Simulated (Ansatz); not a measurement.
One geometry of the cluster YO2H, several levels of theory.

```yaml
crystal:
  periodic: [false, false, false]
  atoms:
    - {symbol: Y, position_ang: [0.017248, 0.255234, 0.046502]}
    - {symbol: O, position_ang: [-1.165896, 1.341309, 1.106609]}
    - {symbol: O, position_ang: [1.552576, 0.179769, -1.029870]}
    - {symbol: H, position_ang: [-0.403928, -1.776312, -0.123242]}
basis:
  gaussian: {orbitals: def2-TZVP, initial_orbitals: start.molden}
hamiltonian: {xc: pbe0, dispersion: d4}
scf: {omitted_lower_state_checks: [starts]}
output: {orbitals: {seedname: orbitals}}
```

The file start.molden holds the orbitals of an earlier run on this structure, at another level or in another basis.

```sh
$ ansatz run in.yaml --threads 4 --pin off --events-out ev --progress --plain --max-ram 3916MiB
```

Shortened log:

```
Functional definition: PBE0
728 factors; their error is unknown
mean field evaluation 1: about -5146.0181 eV, gradient 7.8e0 eV
mean field evaluation 2: about -5146.1496 eV, gradient 2.2e-1 eV
mean field evaluation 4: about -5146.1770 eV, gradient 1.4e-1 eV
mean field -5146.17704278 eV, -189.1185181181 hartree, gradient 4.2e-5 eV, S^2 0.000000; 0 other end points of the search recorded, 0 dependent functions left out
reference -5146.17709371 eV, -189.1185199896 hartree; 14, 14 occupied and 94, 94 virtual orbitals, 728 factors
Total energy: -5146.22822359 eV, -189.1203989783 hartree
Checks for a lower state left out: starts
```

Hardware: 4 threads of AMD EPYC 7B13 on a shared host. Wall time 0.7 s.

First input, but with `hamiltonian: {xc: {name: r2SCAN0}, dispersion: d4}` (abridged; 1.4 s):

```
Functional definition: r2SCAN0
mean field -5147.52846944 eV, -189.1681821319 hartree, gradient 1.7e-5 eV, S^2 0.000000
Total energy: -5147.54521831 eV, -189.1687976415 hartree
Checks for a lower state left out: starts
```

The first input with `hamiltonian: {xc: pbe, dispersion: d4}`, `output: {forces: true, orbitals: {seedname: orbitals}}` (abridged; 0.75 s):

```
Functional definition: PBE
mean field -5148.00123009 eV, -189.1855557654 hartree, gradient 2.6e-5 eV, S^2 0.000000
Total energy: -5148.06139921 eV, -189.1877669395 hartree
Atom 0 force    -0.001090     0.004471     0.000154 eV/Å
Atom 1 force     0.001154    -0.002108    -0.000603 eV/Å
Atom 2 force    -0.000454    -0.001531     0.000573 eV/Å
Atom 3 force     0.000391    -0.000831    -0.000124 eV/Å
Dipole moment:    -0.004723     0.084325     0.023722 e Å
Checks for a lower state left out: starts
```

As the first input, with `hamiltonian: {xc: {name: LC-wPBE}}` (abridged; 0.96 s):

```
Functional definition: LC-wPBE
mean field -5147.83596616 eV, -189.1794824279 hartree, gradient 7.6e-5 eV, S^2 0.000000
Total energy: -5147.83596617 eV, -189.1794824283 hartree
Checks for a lower state left out: starts
```

The first input with `hamiltonian: {xc: r2scan, dispersion: d4}` (abridged; 1.4 s):

```
Functional definition: r2SCAN
mean field -5150.05692343 eV, -189.2611011022 hartree, gradient 1.1e-5 eV, S^2 0.000000
Total energy: -5150.07061831 eV, -189.2616043798 hartree
Checks for a lower state left out: starts
```

The first input with `gaussian: {orbitals: def2-TZVPP, initial_orbitals: start.molden}`, `correlation: {method: ccsd_t}` and without the key `hamiltonian` (abridged; 23 s):

```
Functional definition: HF
mean field evaluation 16: about -5114.6971 eV, gradient 8.2e-1 eV
mean field evaluation 32: about -5114.7396 eV, gradient 6.3e-3 eV
mean field -5116.71033721 eV, -188.0356366618 hartree, gradient 2.5e-6 eV, S^2 0.000000; 2 other end points of the search recorded, 0 dependent functions left out; unrestricted orbitals would lower it
mean field evaluation 64: about -5121.4849 eV, gradient 2.0e-1 eV
determinant -5116.71033721 eV, -188.0356366618 hartree, with singles and doubles -5138.84400743 eV, -188.8490340393 hartree
determinant -5114.73959276 eV, -187.9632131388 hartree, with singles and doubles -5137.31437139 eV, -188.7928209519 hartree
determinant -5114.53499585 eV, -187.9556943413 hartree, with singles and doubles -5137.01786826 eV, -188.7819246629 hartree
mean field evaluation 96: about -5116.7103 eV, gradient 2.0e-3 eV
mean field evaluation 128: about -5121.4861 eV, gradient 8.2e-2 eV
unrestricted determinant -5121.48661423 eV, -188.2111616045 hartree, S^2 0.9982
2 core orbitals not correlated: weight in the atoms' cores, before any rotation towards them, 1.000 or more for the frozen orbitals, at most 0.000 for the correlated occupied ones
second order -23.13265006 eV of doubles, -0.00000000 eV of singles
cycle   1  -20.37674306 eV  change    -2.1e0 eV  update   1.3e-1
[...]
cycle  17  -22.15387834 eV  change   -2.4e-5 eV  update   1.0e-4
cycle  18  -22.15373388 eV  change    1.4e-4 eV  update   9.2e-5
cycle  19  -22.15370238 eV  change    3.1e-5 eV  update   6.7e-5
cycle  20  -22.15369235 eV  change    1.0e-5 eV  update   4.8e-5
cycle  21  -22.15381514 eV  change   -1.2e-4 eV  update   3.7e-5
cycle  22  -22.15381819 eV  change   -3.1e-6 eV  update   2.8e-5
cycle  23  -22.15382106 eV  change   -2.9e-6 eV  update   2.1e-5
cycle  24  -22.15379401 eV  change    2.7e-5 eV  update   1.7e-5
cycle  25  -22.15380501 eV  change   -1.1e-5 eV  update   1.4e-5
cycle  26  -22.15381966 eV  change   -1.5e-5 eV  update   1.1e-5
cycle  27  -22.15380977 eV  change    9.9e-6 eV  update   8.3e-6
perturbative correction -1.75580550 eV, -0.0645246620 hartree
WARN: these amplitudes may be one of several solutions (largest doubles amplitude 0.38, level shift 9.22 eV)
Total energy: -5140.61995248 eV, -188.9142988162 hartree
Checks for a lower state left out: starts
```

Geometry: PBE-D4/def2-TZVP.

In the def2 sets Y takes a core potential; there is no spin–orbit coupling. LC-ωPBE has ω = 0.4 bohr⁻¹. Correlated methods freeze 2 core orbitals; core or outer-core shells of Y are correlated, in sets that lack core-valence functions. The restricted singlet is unstable towards broken spin symmetry in Hartree–Fock (as tested in another run); at PBE0-D4/def2-TZVP, r2SCAN0-D4/def2-TZVP, PBE-D4/def2-TZVP, LC-ωPBE/def2-TZVP and others this wasn't settled. At CCSD(T)/def2-TZVPP the program marks the result for the charge 0 singlet as doubtful (other roots). At CCSD(T)/def2-TZVPP the restricted singlet (for correlated methods, its reference) is unstable: a solution with broken spin symmetry lies lower. No other spin state of charge 0 was run. Another isomer (singlet) lies 2.48 eV lower at PBE0-D4/def2-TZVP; other spin states weren't run for this one.
